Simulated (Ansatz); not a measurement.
Ansatz (a program for electronic structure) input (PBE0/def2-TZVP):

Ansatz 0.2 input:
```yaml
crystal:
  periodic: [false, false, false]
  atoms:
    - {symbol: Ge, position_ang: [0.01086032, -0.00616844, 0.41757255]}
    - {symbol: F, position_ang: [0.63163470, 1.16043427, -0.74230093]}
    - {symbol: F, position_ang: [-0.67024917, -1.13850205, -0.74240146]}
basis:
  gaussian:
    orbitals: def2-TZVP
hamiltonian:
  xc: {name: PBE0}
output: {forces: true}
magnetization: {spin_polarized: false}
```

Output:

```
Functional definition: PBE0
integrals: 0.03 GiB planned
713 factors; their error is unknown
mean field: 0.35 GiB planned
mean field evaluation 1: about -61939.8168 eV, gradient 5.3e1 eV
mean field evaluation 2: about -61924.9860 eV, gradient 1.1e2 eV
mean field evaluation 4: about -61943.9065 eV, gradient 9.9e-1 eV
mean field evaluation 8: about -61944.1995 eV, gradient 1.4e-2 eV
mean field -61944.19946446 eV, -2276.4073430326 hartree, gradient 6.5e-5 eV, S^2 0.000000; 0 other end points of the search recorded, 0 dependent functions left out
the calculation of the forces begins
reference -61944.19948004 eV, -2276.4073436049 hartree; 25, 25 occupied and 85, 85 virtual orbitals, 713 factors
Total energy: -61944.19948004 eV, -2276.4073436049 hartree
Atom 0 at     0.010860    -0.006168     0.417573 Å, force    -0.011678     0.006633    -0.449015 eV/Å
Atom 1 at     0.631635     1.160434    -0.742301 Å, force    -0.129571    -0.242431     0.224497 eV/Å
Atom 2 at    -0.670249    -1.138502    -0.742401 Å, force     0.141249     0.235798     0.224518 eV/Å
Dipole moment:     0.013887    -0.007888     0.533955 e Å
```
